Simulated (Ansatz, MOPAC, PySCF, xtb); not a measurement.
Dissociation curve of BH, singlet.

Levels: UKS-LDA (SVWN5)/6-31G* = unrestricted LDA (SVWN5)/6-31G*, spherical d (PySCF 2.14.0); GFN1-xTB (xtb); PM3, restricted, heats of formation (MOPAC); FCI = full CI/aug-cc-pVTZ, frozen core (Ansatz, a first-principles code).

Energies relative to the lowest point of each curve near equilibrium, in eV; the last columns give the difference from FCI:

| R / Å | UKS-LDA (SVWN5)/6-31G* | GFN1-xTB | PM3 | FCI | UKS-LDA (SVWN5)/6-31G* − FCI | GFN1-xTB − FCI | PM3 − FCI |
|---|---|---|---|---|---|---|---|
| 0.99 | 1.098 | 0.927 | 0.485 | 0.894 | 0.204 | 0.033 | -0.409 |
| 1.04 | 0.672 | 0.536 | 0.234 | 0.513 | 0.159 | 0.022 | -0.279 |
| 1.12 | 0.246 | 0.170 | 0.032 | 0.154 | 0.093 | 0.016 | -0.121 |
| 1.16 | 0.123 | 0.074 | 0.000 | 0.061 | 0.062 | 0.013 | -0.061 |
| 1.22 | 0.023 | 0.006 | 0.012 | 0.002 | 0.021 | 0.004 | 0.010 |
| 1.24 | 0.008 | 0.000 | 0.029 | 0.000 | 0.008 | 0.000 | 0.029 |
| 1.28 | 0.000 | 0.008 | 0.077 | 0.017 | -0.017 | -0.009 | 0.060 |
| 1.31 | 0.011 | 0.030 | 0.124 | 0.045 | -0.034 | -0.015 | 0.079 |
| 1.39 | 0.095 | 0.139 | 0.287 | 0.172 | -0.077 | -0.033 | 0.115 |
| 1.45 | 0.197 | 0.257 | 0.440 | 0.302 | -0.105 | -0.045 | 0.139 |
| 1.53 | 0.366 | 0.444 | 0.683 | 0.503 | -0.137 | -0.060 | 0.179 |
| 1.65 | 0.665 | 0.761 | 1.127 | 0.838 | -0.173 | -0.078 | 0.289 |
| 1.87 | 1.261 | 1.398 | 2.109 | 1.461 | -0.200 | -0.064 | 0.648 |
| 2.09 | 1.849 | 2.048 | 3.088 | 2.022 | -0.173 | 0.026 | 1.066 |
| 2.20 | 2.127 | 2.359 | 3.534 | 2.268 | -0.141 | 0.091 | 1.267 |
| 2.46 | 2.723 | 3.022 | 4.487 | 2.749 | -0.026 | 0.273 | 1.738 |
| 2.73 | 3.195 | 3.579 | 5.330 | 3.104 | 0.091 | 0.475 | 2.226 |
| 3.00 | 3.470 | 3.998 | 6.019 | 3.332 | 0.138 | 0.666 | 2.687 |
| 3.34 | 3.674 | 4.359 | 6.694 | 3.491 | 0.182 | 0.868 | 3.203 |
| 3.76 | 3.810 | 4.612 | 7.297 | 3.577 | 0.233 | 1.035 | 3.720 |
| 4.37 | 3.894 | — | 7.864 | 3.615 | 0.279 | — | 4.249 |
| 4.94 | 3.913 | — | 8.196 | 3.624 | 0.289 | — | 4.572 |

UKS-LDA (SVWN5)/6-31G* is furthest from FCI at 4.94 (0.289 eV, above); its mean absolute difference over the points is 0.129 eV.

GFN1-xTB is furthest from FCI at 3.76 (1.035 eV, above); its mean absolute difference over the points is 0.191 eV.

PM3 is furthest from FCI at 4.94 (4.572 eV, above); its mean absolute difference over the points is 1.234 eV.

Dashes: no converged value, or the column stops at the first point that the program doubted or that broke a chosen test of continuity, which isn't proof of a fault.

The unrestricted determinant behind UKS-LDA (SVWN5)/6-31G* is spin-contaminated at 0.99 to 1.04, 2.73 to 4.94 Å (<S²> up to 1.0, against 0.00 for a pure singlet). The restricted form behind PM3 keeps the bonding electrons paired and can't separate into open-shell fragments.
